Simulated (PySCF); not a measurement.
Numbering as in the mapped SMILES `[CH3:1][O:2][C@H:3]([CH3:4])[CH:5]1[CH2:6][CH2:7]1`. Hydrogens are named by the atom that carries them. Ha(C6), Ha(C7) are cis to C3 on the ring; Hb(C6), Hb(C7) are trans to C3 on the ring.

Method: geometry: GFN2-xTB, PBE0/pcSseg-1 with gauge-including orbitals, in PySCF 2.14.0 with density-fitted response routines (relativity neglected, no solvent, equivalent nuclei averaged, one conformer).

δ = σ(ref) − σ, references computed at the same level: TMS for 13C (186.93 ppm).

Problem. Do the 13C shifts follow the atomic charges (in e)? Tabulate both.

Solution. 
```tsv
atoms	hybridisation	δ (ppm)	σ para (ppm)	Hirshfeld	IAO	Mulliken	ESP-fitted
C3	sp3	86.9	-144	+0.05	+0.11	+0.04	+0.29
C1	sp3	59.0	-118	-0.05	-0.20	-0.02	-0.09
C4	sp3	24.5	-85	-0.13	-0.42	-0.19	-0.65
C5	sp3	17.8	-82	-0.05	-0.15	-0.28	+0.08
C7	sp3	9.4	-75	-0.09	-0.30	-0.19	-0.21
C6	sp3	0.8	-69	-0.09	-0.30	-0.18	-0.44
```

Correlation coefficients of δ with charge over these carbons: Hirshfeld +0.83, IAO +0.77, Mulliken +0.88, ESP-fitted +0.65; with the paramagnetic shielding -1.00. With so few points these coefficients are fragile. Charge is one influence among several: hybridisation and low-lying excitations act through the paramagnetic term.

Shifts are as computed. Against solution values, carbons near 30 ppm lie about +3 ppm off and those near 130 ppm about +5 ppm. Of 1309 compounds with measured shifts, 239 miss one by over three times the rms of a fit or turn the order of signals round; such compounds aren't used in these exercises.
